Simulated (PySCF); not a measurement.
# Dipole polarisabilities along the alkaline earths

Calculated with PySCF 2.14 for the ground configurations, without spin-orbit coupling: coupled response for Hartree-Fock and DFT. Mean α in bohr³, C₆ of like pairs in atomic units.

```tsv
species	α UHF	α PBE	α PBE0	α recommended (Schwerdtfeger and Nagle)	C₆ UHF	C₆ PBE	C₆ PBE0
Be [He] 2s2 (aug-cc-pCVQZ-DK, spin-free X2C)	45.58	42.86	42.94	37.74 ± 0.03	282.4	256.9	257.9
Mg [Ne] 3s2 (aug-cc-pCVQZ, non-relativistic)	81.59	74.17	75.12	71.2 ± 0.4	766.4	661.1	676.0
Ca [Ar] 4s2 (aug-cc-pwCVQZ-X2C, spin-free X2C)	182.8	157.8	162.4	160.8 ± 4	2717	2177	2278
```

Hartree-Fock lacks correlation. All values carry a basis error.
